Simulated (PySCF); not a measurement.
System: C4H12V, charge 0, multiplicity 2. The spin state was set by rule; other spins were not relaxed. 
Geometry from a B3LYP-D3(BJ)/def2-TZVP (Ansatz) optimisation:
SMILES: [CH3][V]([CH3])([CH3])[CH3]
```xyz
17

V      0.0000     0.0000     0.0000
C      1.7361    -0.3237    -0.9836
H      2.3142    -1.1452    -0.5523
H      2.3572     0.5740    -1.0423
H      1.4200    -0.6045    -1.9968
C      0.5221     0.5231     1.8815
H     -0.4376     0.6913     2.3874
H      1.1055     1.4472     1.9120
H      1.0625    -0.2720     2.4019
C     -1.0903     1.4505    -0.8907
H     -2.0064     1.6823    -0.3410
H     -1.3333     1.2127    -1.9297
H     -0.4319     2.3288    -0.8713
C     -1.1679    -1.6499    -0.0071
H     -1.4133    -1.9842    -1.0186
H     -2.0864    -1.5147     0.5700
H     -0.5505    -2.4155     0.4807
```
Charge 0, spin multiplicity 2.

Dispersion corrections to the total energy (kcal/mol) from the dftd3 and dftd4 libraries through PySCF: D3(BJ) without and D4 with the three-body term, each with the damping fitted for the functional named.

| functional | D3(BJ) | D4 |
|---|---|---|
| BHLYP | ? | -8.82 |
| TPSSh | -10.00 | -8.85 |
| CAM-B3LYP | -7.15 | -6.37 |
| TPSS | ? | -9.64 |
| LC-wPBE | -8.38 | -8.00 |
| HSE06 | -6.08 | ? |
| HF | -61.37 | -23.02 |

### Question
Complete the blanks.

### Answer

- BHLYP, D3(BJ): -12.09
- TPSS, D3(BJ): -10.72
- HSE06, D4: -5.84
